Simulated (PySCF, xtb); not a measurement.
C3H6FNSi, SMILES N1C[C@H](C=1[SiH3])F.

Harmonic wavenumbers (cm⁻¹) from xtb 6.7.1 with GFN2-xTB at its own minimum, in rising order: 63, 124, 165, 231, 366, 479, 493, 536, 613, 759, 763, 774, 780, 946, 996, 1038, 1069, 1082, 1144, 1188, 1231, 1288, 1433, 1632, 2255, 2281, 2329, 2927, 2991, 3012.

Problem. What does PBE-D3(BJ)/def2-SVP run with PySCF 2.14.0 give at its own minimum? (An estimate is asked for; the answer gives what the named calculation found.)

Solution. 68, 129, 171, 232, 365, 464, 500, 605, 668, 757, 864, 897, 907, 908, 932, 1025, 1060, 1084, 1154, 1189, 1228, 1327, 1394, 1555, 2167, 2174, 2198, 2965, 2987, 3061. Paired by order, the mean absolute difference is 41 cm⁻¹ and the zero-point energies are 50.0 and 50.1 kcal/mol.
